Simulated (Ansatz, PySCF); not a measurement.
Molecule: CBrClF, net charge 0, doublet state. It need not be the lowest isomer of its formula. 
Coordinates optimised at B3LYP-D3(BJ)/def2-TZVP (Ansatz, a program for electronic structure):
SMILES: F[C](Cl)Br
```xyz
4

F     -0.7414     1.5885    -0.5581
C     -0.5663     0.4987     0.1785
Cl    -1.8772    -0.6112     0.0672
Br     1.1995    -0.1971     0.0803
```
Charge 0, spin multiplicity 2.

Dipole moments at this geometry, in debye (magnitudes).

```csv
level,program,dipole (D)
BLYP/def2-TZVPD,Ansatz,0.41
revPBE/def2-TZVPD,Ansatz,0.34
B97M-V/def2-TZVPD,Ansatz,0.36
B3LYP/def2-TZVPD,Ansatz,0.46
PBE0/def2-TZVPD,PySCF,0.42
BHLYP/def2-TZVPD,Ansatz,0.52
TPSSh/def2-TZVPD,PySCF,0.38
CAM-B3LYP/def2-TZVPD,Ansatz,0.49
CCSD(T)/def2-SVPD,Ansatz,0.52
```
